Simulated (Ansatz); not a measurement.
A nudged elastic band was laid between two geometries of ClF2H3HfOSi + H3P (13 atoms, charge 0, multiplicity 1).

These are results of RKS PBE/def2-SVP (Ansatz), not measurements.

```
movable images  : 5
climbing image  : yes
spring          : 5.0 eV/Å²
optimiser       : quadratic models (default)
start path      : through a guess of the saddle point
force threshold : 0.05 eV/Å
iteration limit : 60
end points      : relaxed
```

Initial state:

```xyz
13
Properties=species:S:1:pos:R:3
Hf -0.359 0.093 -0.119
O -0.911 -0.107 1.723
Si -1.446 -0.226 3.321
H -2.819 -0.835 3.333
H -0.494 -1.099 4.089
H -1.486 1.147 3.927
F 1.557 0.182 -0.227
F -1.049 1.768 -0.737
Cl -1.255 -1.643 -1.466
P 1.736 -3.427 1.321
H 0.682 -3.416 0.338
H 2.344 -2.236 0.784
H 0.952 -2.679 2.272
```

Final state:

```xyz
13
Properties=species:S:1:pos:R:3
Hf 0.177 -0.606 0.040
O -1.008 -1.325 1.908
Si -1.503 -0.354 3.271
H -2.516 0.655 2.837
H -2.118 -1.330 4.230
H -0.265 0.259 3.832
F 0.974 0.187 -1.506
F -0.255 1.020 1.007
Cl -1.301 -2.212 -0.977
P 2.348 -1.647 1.061
H 1.668 -2.888 1.353
H 2.776 -2.095 -0.243
H -1.523 -2.141 1.744
```

(1) What changes between the two ends?

(2) Give the energies along the band, and the barrier.

(3) What is the geometry of the highest image?

(4) What are the harmonic wavenumbers there?

## Answers

(1) Bonds broken: P10–H13. Bonds formed: Hf1–P10, O2–H13. ClF2H3HfOSi + H3P becomes ClF2H6HfOPSi.

(2) The run converged. The highest image is number 3 of 0 to 6, 1.15 eV above the first end and 0.37 eV above the last; the last end lies 0.78 eV above the first. A vibrational analysis at the climbing image gives one clearly imaginary mode, 743i cm⁻¹: a first-order saddle point. The orbitals stay closed-shell, which can raise the energy where a bond breaks towards radicals; this wasn't checked here.

```tsv
image	path coordinate (Å)	energy (eV)	P10–H13 (Å)	Hf1–P10 (Å)	O2–H13 (Å)
0	0.00	0.00	1.44	4.34	3.22
1	1.21	0.02	1.44	4.16	2.63
2	2.41	0.41	1.45	3.69	1.87
3	3.61	1.15	1.74	2.79	1.20
4	5.32	0.90	2.35	2.71	0.99
5	7.03	0.84	3.03	2.64	0.98
6	8.74	0.78	3.96	2.62	0.98
```

(3) 
```xyz
13
Properties=species:S:1:pos:R:3:forces:R:3
Hf -0.178 -0.452 -0.062 0.00 -0.02 0.01
O -0.426 -0.891 2.035 0.01 -0.01 -0.02
Si -1.376 -0.213 3.304 0.00 0.00 0.00
H -2.827 -0.327 2.952 0.00 0.00 0.00
H -1.065 -1.028 4.525 0.00 0.00 0.00
H -0.981 1.217 3.511 0.00 0.00 0.01
F 1.294 0.530 -0.786 0.00 0.00 0.00
F -1.358 1.004 0.426 0.00 0.00 0.00
Cl -1.401 -1.686 -1.659 0.00 0.00 0.00
P 1.393 -2.541 0.908 -0.03 0.04 -0.02
H 1.202 -3.865 0.415 0.00 0.00 0.00
H 2.814 -2.427 0.897 0.00 0.00 0.01
H 0.362 -1.798 2.092 0.00 0.00 0.02
```

(4) 743i, 25, 61, 84, 90, 118, 122, 125, 169, 185, 190, 226, 324, 370, 392, 421, 601, 619, 660, 683, 705, 826, 914, 915, 955, 1013, 1016, 1419, 2190, 2204, 2212, 2404, 2433 cm⁻¹.

The run took 5.2 min on 4 threads of AMD EPYC 7B13 (Zen 3) (shared host), peak memory 0.28 GiB.
